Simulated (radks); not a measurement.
All-electron atom: Hf LVII in [Ne] 3s2 3p4 (the NIST ground configuration).

Method: Dirac Kohn-Sham, PBE, spin-unpolarised, spherical densities, point nucleus; open shells are shared between the two j in proportion to 2j + 1; computed with a radial shooting solver on a logarithmic mesh with Libxc functionals.

Energy parts (hartree):
total: -11777.8747
kinetic: 13496.5109
electron-nucleus: -26365.3554
Hartree: 1252.5516
exchange-correlation: -161.5819

Orbitals (lengths in bohr, moments of r in powers of bohr):
orbital,occ.,eigenvalue (hartree),<r^4>
1s1/2,2,-2551.774,6.608e-07
2s1/2,2,-559.4221,0.00009467
2p1/2,2,-542.7299,0.00005697
2p3/2,4,-497.9766,0.00008012
3s1/2,2,-221.5203,0.002633
3p1/2,1.33333,-215.3032,0.002219
3p3/2,2.66667,-203.6663,0.002768
3d3/2,0,-195.1791,0.001643
3d5/2,0,-192.4231,0.001759
4s1/2,0,-117.0167,0.02960

The highest occupied level is 3p3/2 at -5542.0 eV. Summed over all electrons, <r^2> = 0.3015 bohr^2, which gives a Langevin (diamagnetic) susceptibility term of -0.239 x 10^-6 cm^3/mol.
